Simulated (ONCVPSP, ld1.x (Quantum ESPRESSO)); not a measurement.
Pseudopotentials across the periodic table

Generated with ld1.x 7.5 (TM, RRKJ, ultrasoft, PAW), atompaw 4.2 or ONCVPSP 4.0.1. The cutoff is in Ry: for ld1.x and atompaw files where the sum of valence levels is converged to 10 mRy in a Bessel basis, for ONCV files where the hardest occupied wave has 1 mHa per electron of residual kinetic energy. The error is the largest all-electron minus pseudo excitation energy over each file’s own four to seven test configurations (ionisations up to +4, promotions, holes and added fractions of an electron), all of which were solved. The labels leave out finer settings (local radius, basis sizes, second energies), which also bear on the numbers. Spin-polarised tests are not counted. The rows are a selection from randomly drawn settings: files with unsolved tests, undetermined cutoffs or missed reference levels are left out.

A true bound ghost makes a file unfit for plane-wave use even where its test errors are small: the radial tests pick states by their node count and pass the ghost by.

```tsv
element	potential	cutoff (Ry)	largest error (meV)	bound ghosts
He	ONCV, PBE, scalar-relativistic, rc 0.40/0.45 (sp), local smoothed, core correction no, reference 1s2, qcut 18.3/21.9, projectors 3/3	226	-120	none
Si	ONCV, revPBE, scalar-relativistic, rc 1.50/1.85/1.90 (spd), local smoothed, core correction yes, reference 3s2 3p2, qcut 4.2/5.1/4.5, projectors 1/2/3	15	-38	d
Fe	PAW, LDA (PZ), scalar-relativistic, rc 2.30/4.15/0.85 (spd), local smoothed, core correction yes, reference 3d6 4s2 4p0	160	-316	none
Ni	ONCV, PW91, scalar-relativistic, rc 2.20/2.05/1.55 (spd), local smoothed, core correction yes, reference 3d8 4s1, qcut 3.2/4/8.5, projectors 2/1/2	70	-72	none
Pt	ONCV, PBE, fully relativistic, rc 2.35/1.30/2.05 (spd), local smoothed, core correction yes, reference 5p6 5d9 6s0.5, qcut 2.5/7.3/7, projectors 2/3/2	92	-3.6	s
```

**Question.** Fill in the row for Bi: TM, revPBE, scalar-relativistic, rc 1.60/1.70/1.45 (spd), local s, core correction yes, reference 6s2 6p1.5.

**Answer.** cutoff 55 Ry, largest error -128 meV, bound ghosts: p, d.
